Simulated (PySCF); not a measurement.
**NMR data sheet: 2-(methoxymethyl)pyridine**

```yaml
Formula: C7H9NO
SMILES: COCc1ccccn1
Point_group_of_the_computed_structure: C1
Degrees_of_unsaturation: 4
Carbon_signals: 7
Proton_signals: 6
```

Structure with atom numbers: `[CH3:1][O:2][CH2:3][c:4]1[cH:5][cH:6][cH:7][cH:8][n:9]1`; H(Xn) means a hydrogen on atom n.

Computed data (PySCF): shieldings: GIAO PBE0/pcSseg-1, structure optimised with PBE0-D3(BJ)/def2-SVP. One computed conformer, one averaged value for each set of equivalent atoms, no relativistic terms, gas phase.

Chemical shifts δ = σref − σ; 1H (σ = 31.27 ppm) and 13C (σ = 184.41 ppm) vs TMS; NH3 for 15N (σ = 265.67 ppm); 17O (σ = 334.56 ppm) against H2O, all at this level.

| carbon | δC, type | δH (multiplicity) | HMBC from (2–3 bonds) | span of the C tensor (ppm) |
| --- | --- | --- | --- | --- |
| C1 | 57.5, CH3 | 3.22 (s) | H(C3) | 90 |
| C3 | 77.7, CH2 | 4.62 (s) | H(C5), H(C1) | 70 |
| C4 | 166.0, C | – | H(C8), H(C6), H(C5), H(C3) | 226 |
| C5 | 124.5, CH | 7.57 (d) | H(C6), H(C7), H(C3) | 236 |
| C6 | 141.6, CH | 7.76 (m) | H(C8), H(C5), H(C7) | 251 |
| C7 | 126.6, CH | 7.09 (m) | H(C8), H(C6), H(C5) | 229 |
| C8 | 155.3, CH | 8.68 (d) | H(C6), H(C7) | 226 |

Other nuclei:
| atoms | nucleus | environment | δ (ppm) | σ (ppm) |
| --- | --- | --- | --- | --- |
| N9 | 15N | pyridine-type ring nitrogen | 354.2 | -88.6 |
| O2 | 17O | ether oxygen | 11.9 | 322.6 |

Carbon types of the structure: 1 × C, 4 × CH, 1 × CH2, 1 × CH3, which accounts for all hydrogens. δC 166.0: substituted aromatic carbon next to a ring nitrogen. δC 155.3: aromatic CH next to a ring nitrogen; the adjacent pyridine-type nitrogen withdraws density from it. δC 141.6, 126.6, 124.5: aromatic CH. δC 77.7: sp3 CH2 bonded to O, on an aromatic ring; pulled downfield by the heteroatom. δH 8.68: hydrogen on an aromatic CH next to a ring nitrogen; ring current plus the neighbouring ring nitrogen.

Shifts are as computed. Against solution values, carbons near 30 ppm lie about +2 ppm off and those near 130 ppm about +5 ppm. Of 1211 compounds with measured shifts, 218 miss one by over three times the rms of a fit or turn the order of signals round; such compounds aren't used in these exercises. Experimental scales use liquid or dissolved standards, which lie at an offset from isolated NH3 (liquid NH3: subtract about 20 ppm) and H2O (liquid H2O: subtract about 36 ppm). Unscaled 15N shifts of sp2 nitrogen come out 20 to 40 ppm too high even then. No couplings were computed; multiplicities are counted from neighbouring protons, with m where these are inequivalent, close in shift, in a saturated or five-membered ring or joined by F or P, and br s for small geminal =CH2 splittings.
